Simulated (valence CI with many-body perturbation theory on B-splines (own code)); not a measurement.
## S8+ in brief

Calculated by valence CI with perturbative core correlation (CI+MBPT): six valence electrons over a frozen Dirac-Fock core [He], a basis of 9 s, 9 p, 8 d, 6 f, 3 g, 1 h functions for each j, with the one-electron correlation potential Σ1 (screened to all orders), the two-electron term Σ2, the three-electron term Σ3, Breit, model QED; selected single and double excitations, second order for the rest, scaled by the run's own slope (own B-spline code, finite nucleus).

No measured levels were compared; by estimate levels of excited configurations hold to 0.05 to 0.15 % of their energy, terms of the ground configuration to about 0.5 %. Among the levels kept, up to 1200 cm⁻¹ of a level comes from second order outside the variational space, and about a tenth of that is noise between levels of different J, which matters for small intervals.

Rates and lifetimes use the calculated energies. Strong lines usually hold to 10 to 20 %, long lifetimes can be off by a factor of two.

**Question.** What is the ground level?

**Answer.** 2s²2p⁴ ³P_2, composition 99 % 2s²2p⁴ ³P, g = 1.496.

**Question.** Name the longest-lived excited levels whose lifetime is computed, and their main decay.

**Answer.** 2s²2p⁴ ³P_0 at 1.32 eV lives 985 ms, mostly by M1 to 2s²2p⁴ ³P_1; 2s²2p⁴ ³P_1 at 0.99 eV lives 87.9 ms, mostly by M1 to 2s²2p⁴ ³P_2; 2s²2p⁴ ¹D_2 at 7.25 eV lives 13.7 ms, mostly by M1 to 2s²2p⁴ ³P_2.

**Question.** How is the term ³P of the ground level split?

**Answer.** J = 2 at 0.00, J = 1 at 0.99, J = 0 at 1.32 eV.

**Question.** Where does the other parity begin?

**Answer.** At 2s2p⁵ ³P°_2, 55.18 eV.

**Question.** How well does LS coupling describe the low levels?

**Answer.** Among the lowest 20 levels the leading LS term, summed over configurations, holds 99 % on average. For single configurations the figures are 98 % in LS and 70 % in jj coupling. Terms hardly mix: every one of these levels is at least 95 % one term.

**Question.** What is the ionisation energy?

**Answer.** 379.39 eV; NIST lists 379.84 ± 0.21 eV (semi-empirical).

**Question.** Among levels below 250.61 eV, which E1 lines absorb most strongly from the ground level?

**Answer.** to 2s2p⁵ ³P°_2 at 22.47 nm, f = 0.0938; to 2s²2p³3s ³D°_3 at 5.419 nm, f = 0.0573; to 2s²2p³3s ³S°_1 at 5.610 nm, f = 0.0481.
